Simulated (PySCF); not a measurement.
Isomers of C6H14FNSi, mass 147.088 u with the commonest isotopes. Theory: PBE0/pcSseg-1 in PySCF (dipole) on a GFN2-xTB geometry, gas phase. One conformer each, none proved a minimum here; rigid rotors.

Question: Order these by radius of gyration √(Σ m r²/M), largest first.
A. `[CH2:1]=[CH:2][CH2:3][C@H:4]([F:5])[SiH2:6][N:7]([CH3:8])[CH3:9]` with C1–C2–C3–C4 -117°, C2–C3–C4–F5 -64°, C3–C4–Si6–N7 -164°, C4–Si6–N7–C8 -42°
B. `[CH3:1][CH2:2][C@@H:3]1[CH2:4][CH2:5][C@@H:6]1[NH:7][SiH2:8][F:9]` with C1–C2–C3–C4 176°, C5–C6–N7–Si8 107°, C6–N7–Si8–F9 45°, C2–C3–C4–C5 -133°, C3–C4–C5–C6 11°, C4–C5–C6–N7 107°, C2–C3–C6–C5 132°
C. `[CH3:1][CH2:2][CH2:3][C@@H:4]1[CH2:5][Si@@H:6]([CH2:7][F:8])[NH:9]1` with C1–C2–C3–C4 -177°, C2–C3–C4–C5 -75°, C5–Si6–C7–F8 -110°, C3–C4–C5–Si6 -106°, C4–C5–Si6–C7 -117°, C5–Si6–N9–C4 11°, C3–C4–N9–Si6 106°

Answer: C (2.742 Å), A (2.572 Å), B (2.306 Å).

Question: Order these by dipole moment, largest first.
A. `[CH3:1][CH2:2][CH2:3][C@@H:4]1[CH2:5][Si@@H:6]([CH2:7][F:8])[NH:9]1` with C1–C2–C3–C4 -177°, C2–C3–C4–C5 -75°, C5–Si6–C7–F8 -110°, C3–C4–C5–Si6 -106°, C4–C5–Si6–C7 -117°, C5–Si6–N9–C4 11°, C3–C4–N9–Si6 106°
B. `[CH3:1][NH:2][Si@@H:3]1[CH2:4][CH2:5][C@H:6]1[C@@H:7]([CH3:8])[F:9]` with C1–N2–Si3–C4 165°, C5–C6–C7–C8 173°, N2–Si3–C4–C5 -122°, Si3–C4–C5–C6 13°, C4–C5–C6–C7 -136°, N2–Si3–C6–C5 121°
C. `[CH2:1]=[CH:2][CH2:3][C@H:4]([F:5])[SiH2:6][N:7]([CH3:8])[CH3:9]` with C1–C2–C3–C4 -117°, C2–C3–C4–F5 -64°, C3–C4–Si6–N7 -164°, C4–Si6–N7–C8 -42°

Answer: B (3.19 D), A (2.29 D), C (1.47 D).

Question: Order these by out-of-plane moment Σ m c² = (Ia + Ib − Ic)/2, smallest first.
A. `[CH3:1][CH2:2][CH2:3][C@@H:4]1[CH2:5][Si@@H:6]([CH2:7][F:8])[NH:9]1` with C1–C2–C3–C4 -177°, C2–C3–C4–C5 -75°, C5–Si6–C7–F8 -110°, C3–C4–C5–Si6 -106°, C4–C5–Si6–C7 -117°, C5–Si6–N9–C4 11°, C3–C4–N9–Si6 106°
B. `[CH2:1]=[CH:2][CH2:3][C@H:4]([F:5])[SiH2:6][N:7]([CH3:8])[CH3:9]` with C1–C2–C3–C4 -117°, C2–C3–C4–F5 -64°, C3–C4–Si6–N7 -164°, C4–Si6–N7–C8 -42°
C. `[CH3:1][NH:2][Si@@H:3]1[CH2:4][CH2:5][C@H:6]1[C@@H:7]([CH3:8])[F:9]` with C1–N2–Si3–C4 165°, C5–C6–C7–C8 173°, N2–Si3–C4–C5 -122°, Si3–C4–C5–C6 13°, C4–C5–C6–C7 -136°, N2–Si3–C6–C5 121°
D. `[CH3:1][CH2:2][C@@H:3]1[CH2:4][CH2:5][C@@H:6]1[NH:7][SiH2:8][F:9]` with C1–C2–C3–C4 176°, C5–C6–N7–Si8 107°, C6–N7–Si8–F9 45°, C2–C3–C4–C5 -133°, C3–C4–C5–C6 11°, C4–C5–C6–N7 107°, C2–C3–C6–C5 132°

Answer: C (35.42 u·Å²), A (42.05 u·Å²), B (51.77 u·Å²), D (52.21 u·Å²).

```csv
SMILES,point group,Ia (u·Å²),Ib (u·Å²),Ic (u·Å²),κ,μa (D),μb (D),μc (D)
CCC[C@@H]1C[Si@@H](CF)N1,C1,105.76,1042.36,1064.02,-1.00,1.84,1.26,0.52
CC[C@@H]1CC[C@@H]1N[SiH2]F,C1,272.89,561.46,729.94,-0.64,1.31,1.07,1.44
C=CC[C@H](F)[SiH2]N(C)C,C1,166.64,858.00,921.10,-0.97,0.93,0.90,0.70
CN[Si@@H]1CC[C@H]1[C@@H](C)F,C1,279.63,527.67,736.47,-0.52,3.01,0.73,0.78
```
